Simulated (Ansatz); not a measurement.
`[CH3][Ta]([NH2])([F])=[S]` + H₂O → `[NH2][Ta]([OH])([F])=[S]` + CH₄ at 500 K and 1 bar (formal hydrolysis of a Ta–C bond).

Computed with Ansatz on PBE0-D4/def2-TZVP structures; ΔE is electronic, products minus reactants. CBS: MP2 limit from def2 TZ/QZ plus the TZ coupled-cluster correction, frozen cores. This one scheme is used for every species. Elements past krypton have def2 core potentials. For Ta outer-core shells are correlated without core-valence functions, which leaves a few kJ/mol of doubt a bond. One conformer a species, not always the lowest.

| species | CCSD(T)/CBS energy (Eh) | H − E (kJ/mol) | S (J/(mol·K)) |
| --- | --- | --- | --- |
| `[CH3][Ta]([NH2])([F])=[S]` | -650.38845 | 220.7 | 451.6 |
| H₂O | -76.37941 | 73.2 | 206.3 |
| `[NH2][Ta]([OH])([F])=[S]` | -686.36237 | 159.3 | 433.0 |
| CH₄ | -40.46206 | 135.6 | 206.8 |

H − E and S are ideal-gas, rigid-rotor, harmonic terms from PBE0-D4/def2-TZVP, for one conformer and one mirror image of each species. 1 Eh = 2625.50 kJ/mol, R = 8.31446 J/(mol·K).

Q: By hand: ΔE, ΔH, ΔS and ΔG.

A: ΔE = (-686.36237) + (-40.46206) − (-650.38845) − (-76.37941) = -0.05657 Eh = -148.5 kJ/mol. Δ(H − E) = 159.3 + 135.6 − 220.7 − 73.2 = 1.0, so ΔH = -147.5 kJ/mol. ΔS = 433.0 + 206.8 − 451.6 − 206.3 = -18.1 J/(mol·K). ΔG = -147.5 − 500 × (-18.1)/1000 = -138.4 kJ/mol.

Q: By hand: the equilibrium constant, and the temperature at which ΔG would vanish if ΔH and ΔS stayed fixed.

A: log₁₀ K = −ΔG/(RT ln 10) = 14.5. ΔG = 0 at ΔH/ΔS = 8149 K, far beyond where these terms or the molecules hold.

ΔH outweighs TΔS. A doubt of 5 kJ/mol in ΔE shifts log₁₀ K by 0.5 here. Other conformers and mirror images would add mixing entropy, several J/(mol·K) or more a flexible species. These are equilibria of isolated gas molecules and say nothing of rates. Largest T1 diagnostic: 0.020 (customary marks: 0.02 for closed shells, 0.045 for open ones).
